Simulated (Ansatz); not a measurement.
Consider the substitution at a C–O bond: `OCN[SiH3]` + `C=N` → `C=NCN[SiH3]` + H₂O.

Gas-phase electronic energies from Ansatz, PBE0-D4/def2-TZVP geometries. CCSD(T)/CBS adds triple-zeta CCSD(T) − MP2 to the extrapolated MP2 energy (def2 sets, frozen cores). This one scheme is used for every species. Functionals use def2-TZVPP. B3LYP here is the variant with VWN-RPA as its local correlation; programs differ in this. Each species was taken in one conformer, which may not be the lowest.

`OCN[SiH3]`:

Z-matrix (Å, degrees):
```
C
N 1 1.432
O 1 1.405 2 112.6
H 1 1.100 2 107.8 3 123.0
H 1 1.095 2 112.6 3 -118.2
Si 2 1.720 1 124.6 3 -131.5
H 2 1.009 1 113.6 3 66.4
H 3 0.962 1 107.2 2 51.8
H 6 1.492 2 115.2 1 -74.4
H 6 1.487 2 108.0 1 45.4
H 6 1.485 2 107.6 1 165.3
```

`C=N`:

Cartesian coordinates in Å:
```
C 0.036 0.345 -0.179
N 0.378 -0.512 0.680
H -0.787 0.222 -0.893
H 0.586 1.286 -0.233
H -0.214 -1.341 0.625
```

`C=NCN[SiH3]`:

Z-matrix (Å, degrees):
```
C
N 1 1.454
N 1 1.436 2 112.5
H 1 1.102 2 111.4 3 -122.2
H 1 1.095 2 106.9 3 120.4
C 2 1.257 1 117.4 3 124.1
Si 3 1.725 1 122.1 2 -78.4
H 3 1.009 1 112.5 2 69.0
H 6 1.090 2 119.6 1 -179.6
H 6 1.100 2 123.2 1 0.3
H 7 1.485 3 107.3 1 -170.9
H 7 1.493 3 116.0 1 68.3
H 7 1.487 3 107.3 1 -51.5
```

H₂O:

Z-matrix (Å, degrees):
```
O
H 1 0.960
H 1 0.960 2 105.1
```

```
             level  ΔE (kcal/mol)  difference from CCSD(T)/CBS
         r2SCAN-D4           -4.9                          1.3
           PBE0-D4           -5.3                          0.9
           ωB97X-V           -4.2                          2.0
            B2PLYP           -4.4                          1.8
               PBE           -4.1                          2.1
             B3LYP           -3.2                          3.0
SCS-MP2/def2-TZVPP           -5.6                          0.6
   CCSD/def2-TZVPP           -4.8                          1.4
    MP2/def2-QZVPP           -7.5                         -1.3
SCS-MP2/def2-QZVPP           -6.1                          0.1
       CCSD(T)/CBS           -6.2                            0
```

Largest T1 diagnostic among the species: 0.012.

In def2-TZVPP, CCSD(T) changes the Hartree–Fock value by −3.3 kcal/mol (the triples alone add −0.5 kcal/mol) and MP2 by −5.0 kcal/mol. The D4 term adds −1.8 kcal/mol with B3LYP and −1.0 kcal/mol with PBE0; it sums over pairs of atoms, weighted by their polarisabilities, and B3LYP, whose exchange is more repulsive, gets the larger term.
